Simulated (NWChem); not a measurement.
**A calculation on isocyanic acid (CHNO)**

SMILES: N=C=O
```xyz
4

N      1.1600    -0.0732     0.0000
C     -0.0468     0.0195     0.0000
O     -1.2104    -0.0341     0.0000
H      1.8440     0.6681     0.0000
```
Charge 0, spin multiplicity 1.

Everything below was run with NWChem. Structure: optimised with PBE0/def2-SVP, a minimum by its harmonic frequencies.

Symmetry labels belong to the abelian group Cs used in the runs, with the axes of the coordinates shown.

B3LYP has NWChem's definition, with VWN1-RPA local correlation.

Problem. List the lowest 4 singlet excitations that TD-B3LYP/aug-cc-pVDZ, VWN1-RPA local correlation gives, with oscillator strengths.

Solution. 
```json
[
 {"state": "1", "symmetry": "a\"", "energy (eV)": "6.57", "wavelength (nm)": "189", "f": "0.001"},
 {"state": "2", "symmetry": "a\"", "energy (eV)": "6.96", "wavelength (nm)": "178", "f": "0.014"},
 {"state": "3", "symmetry": "a'", "energy (eV)": "7.57", "wavelength (nm)": "164", "f": "0.012"},
 {"state": "4", "symmetry": "a'", "energy (eV)": "7.66", "wavelength (nm)": "162", "f": "0.014"}
]
```
